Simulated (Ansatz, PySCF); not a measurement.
Donor–acceptor adduct: GaH3 (SMILES [GaH3]) (first 4 atoms) with C3H9N (SMILES CN(C)C); geometry from B3LYP-D3(BJ)/def2-TZVP.
(charge 0, multiplicity 1):
```xyz
17

Ga    -0.74919     0.40673     1.71061
H     -1.49296     1.74067     2.13117
H      0.59105     0.53920     0.87651
H     -1.62811    -0.89357     1.49562
C     -0.97428    -0.27799     4.60763
N      0.11570    -0.10150     3.63323
C      0.87998    -1.35208     3.48973
C      1.00450     0.99466     4.05410
H     -0.57549    -0.53670     5.59481
H     -1.63611    -1.07188     4.26703
H     -1.54481     0.64585     4.68026
H      1.33389    -1.64223     4.44382
H      1.66232    -1.21221     2.74632
H      0.21416    -2.14382     3.15194
H      1.46173     0.77375     5.02500
H      1.78682     1.12933     3.30971
H      0.42966     1.91575     4.12780
```

Basis-set superposition error: the interaction energy with monomers in their own basis, and in the dimer's basis (counterpoise).

The values were computed with Ansatz (a quantum-chemistry and plane-wave program); PySCF for 6-31G* rows. Values without a source in brackets are computed.

```
level                uncorrected (kJ/mol)  counterpoise (kJ/mol)  difference
-------------------  --------------------  ---------------------  ----------
PBE/def2-TZVPPD                    -116.7                 -114.5         2.2
BLYP/def2-TZVPPD                    -94.1                  -91.6         2.5
B97M-V/def2-TZVPPD                 -134.9                 -133.1         1.8
B3LYP/def2-TZVPPD                  -107.0                 -104.9         2.2
BHLYP/def2-TZVPPD                  -118.3                 -116.5         1.8
wB97X-V/def2-TZVPPD                -137.6                 -135.6         2.0
B2PLYP/def2-TZVPPD                 -120.5                 -117.1         3.4
MP2/6-31G*                         -148.2                 -122.1        26.1
MP2/aug-cc-pVDZ                    -140.2                 -126.6        13.6
MP2/aug-cc-pVTZ                    -138.8                 -133.6         5.1
```

The error is largest for MP2/6-31G* (26.1 kJ/mol) and smallest for B97M-V/def2-TZVPPD (1.8 kJ/mol).
